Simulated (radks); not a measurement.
Sm, 62 electrons, occupied as [Xe] 4f6 6s2. Calculated with a radial shooting solver on a logarithmic mesh with Libxc functionals: Dirac Kohn-Sham, BLYP, spin-unpolarised, spherical densities, point nucleus; open shells are shared between the two j in proportion to 2j + 1.

Normalised radial functions P(r) = r R(r) (large component), r in bohr:

```
   r/bohr * 5s1/2, o 4f5/2 (the largest magnitude, 0.995, reaches the edge; | marks zero, & curves that meet)
0.0008086                             o*
 0.001286                             o*
 0.002045                             o *
 0.003253                             o  *
 0.005215                             o  *
 0.008294                             o   *
  0.01319                             o   *
  0.02098                             o *
  0.03337                           * o
  0.05307                       *     o
   0.0844                        *    |o
   0.1353                             |   o*
   0.2152                             |        *o
   0.3422                      *      |                   o
   0.5443                 *           |                          o
   0.8657                             |              *         o
    1.377                             |               o         *
     2.19                             |       o   *
    3.511                             | *o
    5.583                             *o
     8.88                             &
    14.12                             &
```

5s1/2: eigenvalue -42.964 eV, 4 radial nodes at r = 0.0278, 0.110, 0.288, 0.686 bohr, <r> = 1.41 bohr, 90 % of the charge inside 2.04 bohr. 4f5/2: eigenvalue -2.545 eV, 0 radial nodes, <r> = 1.01 bohr, 90 % of the charge inside 1.78 bohr.
